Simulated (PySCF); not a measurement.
Ge(H)(Br)2(OH), SMILES [OH][GeH]([Br])[Br], PBE0/def2-SVP optimised geometry.

```
6

Ge    -0.35    -1.07     0.00
O     -0.86    -1.92     1.45
Br    -1.17     1.07     0.00
Br    -1.18    -2.14    -1.86
H      1.17    -1.07     0.00
H     -1.82    -1.98     1.55
```

Density from PBE0/def2-TZVP (PySCF) at that geometry.

Minimum of the electron density along straight lines between bonded atoms, close to the bond critical point (lines longer than 1.1 times the sum of covalent radii, or with two minima, are not listed):

```json
[
 {"bond": "Ge1–O2", "length / Å": "1.757", "ρ at the minimum / e bohr⁻³": "0.151", "∇²ρ there / e bohr⁻⁵": "0.69", "position (fraction from the first atom)": "0.47"},
 {"bond": "Ge1–Br3", "length / Å": "2.299", "ρ at the minimum / e bohr⁻³": "0.095", "∇²ρ there / e bohr⁻⁵": "0.06", "position (fraction from the first atom)": "0.43"},
 {"bond": "Ge1–Br4", "length / Å": "2.299", "ρ at the minimum / e bohr⁻³": "0.095", "∇²ρ there / e bohr⁻⁵": "0.06", "position (fraction from the first atom)": "0.43"},
 {"bond": "Ge1–H5", "length / Å": "1.525", "ρ at the minimum / e bohr⁻³": "0.141", "∇²ρ there / e bohr⁻⁵": "0.02", "position (fraction from the first atom)": "0.59"},
 {"bond": "O2–H6", "length / Å": "0.965", "ρ at the minimum / e bohr⁻³": "0.353", "∇²ρ there / e bohr⁻⁵": "-2.40", "position (fraction from the first atom)": "0.81"}
]
```
